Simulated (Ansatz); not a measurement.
## Ansatz (development build ahead of 0.2.0) run

```yaml
crystal:
  periodic: [false, false, false]
  atoms:
    - { symbol: Ti, position_ang: [0.0, 0.0, 0.0] }
    - { symbol: Cl, position_ang: [0.0, 0.0, 4.7] }
basis:
  gaussian: { orbitals: pcseg-2 }
magnetization:
  spin_polarized: true
  initial_magnetization: 3
hamiltonian:
  xc: pbe
```

The input is written out in the form of the current development build from the run's settings.

The run gave:

| Quantity | Value |
| --- | --- |
| Converged | yes |
| Total energy | -1309.15482 hartree |
| Spin squared of the determinant | 4.185 |
| Stability test | minimum |

Caution: other spin multiplicities were not run; the unrestricted determinant is spin contaminated.
